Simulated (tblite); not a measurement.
A tight-binding relaxation on `[O-][SiH2][SiH2]S(=O)(=O)C`.

Computed with GFN2-xTB geometry optimisation, gas phase (tblite 0.8.0). Start geometry: from a force field or distance geometry. The input is one job of a driver script: a line of settings, then coordinates in Å.

Input:
```
{"job": {"kind": "relax", "xc": "GFN2-xTB", "basis": "xTB"}, "charge": -1, "multiplicity": 1}
C     -2.378300     0.375900     0.744800
S     -1.035500    -0.679500     0.251100
O     -0.734700    -1.702300     1.318700
O     -1.445000    -1.342900    -1.036900
Si     0.619300     0.603000     0.018500
Si     2.567700    -0.425400     0.108800
O      3.835300     0.693200    -0.268100
H     -3.346500     0.050000     0.347100
H     -2.154700     1.366300     0.310500
H     -2.364500     0.495000     1.840500
H      0.571200     1.562800     1.136900
H      0.406400     1.377500    -1.208700
H      2.699400    -1.526900    -0.821300
H      2.759100    -0.847100     1.516000
```

Question: Estimate the output.

Answer: 
```
step      E/eV     max force
  0    -675.92415    7.493
  1    -677.02093    1.632
  2    -677.08670    2.128
  3    -677.18276    1.118
  4    -677.31134    0.599
  5    -677.34033    0.553
  6    -677.38309    0.412
  7    -677.40388    0.432
  8    -677.43319    0.433
  9    -677.45209    0.353
... (95 lines left out)
105    -677.53027    0.037
106    -677.53045    0.040
107    -677.53058    0.026
108    -677.53065    0.022
109    -677.53069    0.022
110    -677.53075    0.021
111    -677.53082    0.021
112    -677.53089    0.015
113    -677.53093    0.011
114    -677.53095    0.009
```

«max force» is the largest atomic force in eV/Å.

Question: From which step on does the largest force stay under 0.1 eV/Å, and how much energy is left to gain from there?

Answer: From step 69 (0.064 eV/Å), 4.5 meV above the end.

In short: energy lowered by 37.1 kcal/mol over 114 steps; largest atomic force 0.009 eV/Å at the end.

Question: Where do the atoms end?

Answer: 0.442 Å rms from the input after alignment:
```
atom  x, y, z in Å
C1    -2.5497    0.4494    0.6033
S2    -1.0226   -0.5893    0.3761
O3    -0.9574   -1.4199    1.5797
O4    -1.2599   -1.3254   -0.8672
Si5    0.8372    0.5815    0.1971
Si6    2.9266   -0.4334    0.0034
O7     3.9814    0.6719   -0.0870
H8    -3.3865   -0.2284    0.7019
H9    -2.6504    1.0733   -0.2747
H10   -2.4139    1.0387    1.5006
H11    0.4756    1.4297    1.3555
H12    0.2462    1.4553   -0.8411
H13    2.7803   -1.3499   -1.1673
H14    2.9925   -1.3539    1.1775
```

Question: Estimate the wall time. Hardware: one thread, AMD EPYC 7R43 (x86_64), shared host with 256 logical CPUs at a one-minute load of 157.

Answer: About 1.4 s.
Labels such as C1 count atoms from 1, the log's own numbers from 0.
